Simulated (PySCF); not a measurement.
**V: excitation energy**

V [Ar] 3d3 4s2 (4F) → V [Ar] 3d5 (6S), as a difference of total energies. Calculation: PySCF 2.14, in x2c-QZVPPall; the spin-free X2C one-electron Hamiltonian (Gaussian nucleus). Correlated levels: valence and next inner shell: [Ne] frozen. The calculations carry no spin-orbit coupling.

```json
{"method": "UHF", "excitation energy (eV)": "3.783"}
{"method": "MP2 (valence and next inner shell)", "excitation energy (eV)": "1.821"}
{"method": "SCS-MP2 (valence and next inner shell)", "excitation energy (eV)": "3.342"}
{"method": "CCSD (valence and next inner shell)", "excitation energy (eV)": "2.748"}
{"method": "CCSD(T) (valence and next inner shell)", "excitation energy (eV)": "2.644"}
```

Q: How much does correlation contribute at CCSD(T) (valence and next inner shell)?

A: 2.644 − (3.783) = -1.139 eV, measured against UHF.
